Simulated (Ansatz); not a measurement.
The molecule BeSi+, multiplicity 2 (lowest of 2S+1 = 2, 4 at CCSD(T)/def2-TZVPP on PBE0 minima; our sources give no spin for the ground state, which may be another). The T1 diagnostic near the minimum is 0.125, so single-reference values are doubtful.

Seven points along R, fitted to fifth degree in 1/R; most abundant isotopes. Runs in def2 and cc sets follow the lowest solution found near the PBE0 minimum.

Codes used: Ansatz (Gaussian orbitals). 

### Question
What bond length and harmonic frequency does SVWN5/def2-TZVPP give?

### Answer
r_e = 2.265 Å, ω_e = 494 cm⁻¹.

### Question
What bond length and harmonic frequency does B3LYP/def2-TZVPP give?

### Answer
r_e = 2.289 Å, ω_e = 454 cm⁻¹.

### Question
What bond length and harmonic frequency does PBE0/def2-TZVPP give?

### Answer
r_e = 2.283 Å, ω_e = 467 cm⁻¹.

Ansatz is a program for electronic structure.
